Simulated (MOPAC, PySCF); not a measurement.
[Zr(F)4], neutral singlet in the gas phase. 

Cartesian coordinates (Å):
```xyz
5

Zr     0.0000     0.0000     0.0000
F      1.6484    -0.5286     0.7846
F     -1.0242    -1.5441    -0.4232
F     -0.9661     1.0847     1.2258
F      0.3419     0.9880    -1.5872
```
Charge 0, spin multiplicity 1.

All levels are single points at this geometry (r2SCAN-D4/def2-SVP); Pople sets use spherical d functions. Orbital energies aren't observables, and empty levels follow the basis.

TPSSh-D3(BJ)/def2-TZVP in PySCF gives HOMO (eV) = -11.07.

**Question.** Estimate the HOMO (eV) from each of these levels: B3LYP/6-311+G** (LANL2DZ on Zr) in PySCF; B3LYP/6-31G* (LANL2DZ on Zr) in PySCF; B3LYP/LANL2DZ in PySCF; M06-2X/6-31G* (LANL2DZ on Zr) in PySCF; SVWN5/6-31G* (LANL2DZ on Zr) in PySCF; HF/6-31G* (LANL2DZ on Zr) in PySCF; PM6 in MOPAC; PM7 in MOPAC.

**Answer.** 
| level | HOMO (eV) |
|---|---|
| B3LYP/6-311+G** (LANL2DZ on Zr) in PySCF | -12.15 |
| B3LYP/6-31G* (LANL2DZ on Zr) in PySCF | -11.43 |
| B3LYP/LANL2DZ in PySCF | -12.05 |
| M06-2X/6-31G* (LANL2DZ on Zr) in PySCF | -13.85 |
| SVWN5/6-31G* (LANL2DZ on Zr) in PySCF | -9.93 |
| HF/6-31G* (LANL2DZ on Zr) in PySCF | -17.37 |
| PM6 in MOPAC | -13.57 |
| PM7 in MOPAC | -12.95 |
